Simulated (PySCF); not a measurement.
Species: sum formula AlO₂ClH₂, charge 0, multiplicity 1. 
Geometry from a B3LYP-D3(BJ)/def2-TZVP (Ansatz) optimisation:
```
Al
O 1 1.6845
H 2 0.9586 1 122.89
O 1 1.6882 2 120.46 3 0.00
H 4 0.9581 1 123.77 2 -180.00
Cl 1 2.0901 2 118.08 3 -180.00
```
Charge 0, spin multiplicity 1.

Dispersion corrections to the total energy (kcal/mol) from the dftd3 and dftd4 libraries through PySCF: D3(BJ) without and D4 with the three-body term, each with the damping fitted for the functional named.

```tsv
functional	D3(BJ)	D4
TPSS	-2.95	?
B3LYP	-4.27	-4.24
BP86	-4.10	-3.59
r2SCAN	-0.63	-0.60
HSE06	?	-2.08
HF	-19.23	?
PBE0	-2.06	-2.21
```

Question: Some entries are withheld; supply them.

Answer: 
- TPSS, D4: -3.49
- HSE06, D3(BJ): -1.71
- HF, D4: -8.50
